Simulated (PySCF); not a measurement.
# Basis and Hamiltonian dependence of the excitation energy of Ge

Ge [Ar] 3d10 4s2 4p2 (3P) → Ge [Ar] 3d10 4s1 4p3, s spin flipped. Calculated with PySCF 2.14 from differences of total energies of unrestricted determinants, without spin-orbit coupling. Values in eV.

```
                                                                         basis    Hamiltonian  functions    UHF  r2SCAN   PBE0  MP2 (valence)
                                                  aug-cc-pVTZ-PP with ECP10MDF            ECP         55  9.819   8.377  8.422          8.691
aug-cc-pVTZ-PP with one added diffuse shell each of s, d, f type with ECP10MDF            ECP         68  9.819   8.377  8.422          8.691
                                                                aug-cc-pVQZ-DK  spin-free X2C         93  9.820   8.352  8.426          8.688
                                                aug-cc-pwCVTZ-PP with ECP10MDF            ECP         96  9.823   8.392  8.430          8.699
                                                                    dyall-ae2z  spin-free X2C         97  9.835   8.380  8.450          8.785
             x2c-QZVPPall with one added diffuse shell each of s, p, d, f type  spin-free X2C        113  9.822   8.363  8.431          8.694
```

Frozen in the all-electron rows: valence: [Ar] 3d10; with a core potential, the same shells as far as they lie outside it.

In the upper determinant the s electron has its spin opposite to the other open shell, which mixes two multiplicities. The upper state lies above the first ionisation limit, where it may autoionise and the basis confines it.
